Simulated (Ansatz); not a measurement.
CH10AlBSi2 can be A, `[SiH3]C[BH][AlH][SiH3]`, or B, `C[SiH2][B]([AlH2])[SiH3]`.

Calculated with Ansatz (gas phase, PBE0-D4/def2-TZVP geometries, no zero-point term in ΔE). CBS: MP2 limit from def2 TZ/QZ plus the TZ coupled-cluster correction, frozen cores. DFT in def2-TZVPP. B3LYP here is the variant with VWN-RPA as its local correlation; programs differ in this. Each species was taken in one conformer, which may not be the lowest.

Question: Which is lower in electronic energy at CCSD(T)/CBS, and by how much? (An estimate is asked.)

Answer: Ansatz gave: A, by 31.1 kJ/mol.

Question: Give E(B) − E(A) in kJ/mol with B3LYP-D4, PBE-D4, HF/def2-TZVPP, PBE0-D4, CCSD(T)/def2-TZVPP, MP2/def2-TZVPP, CCSD/def2-TZVPP. (Best estimate.)

Answer: Computed: B3LYP-D4 29.2, PBE-D4 33.2, HF/def2-TZVPP 23.0, PBE0-D4 33.6, CCSD(T)/def2-TZVPP 32.4, MP2/def2-TZVPP 35.7, CCSD/def2-TZVPP 30.7. None reverses the order clearly.

Largest T1 diagnostic: 0.014.

In def2-TZVPP, CCSD(T) changes the Hartree–Fock value by +9.4 kJ/mol (the triples alone add +1.7 kJ/mol) and MP2 by +12.7 kJ/mol.
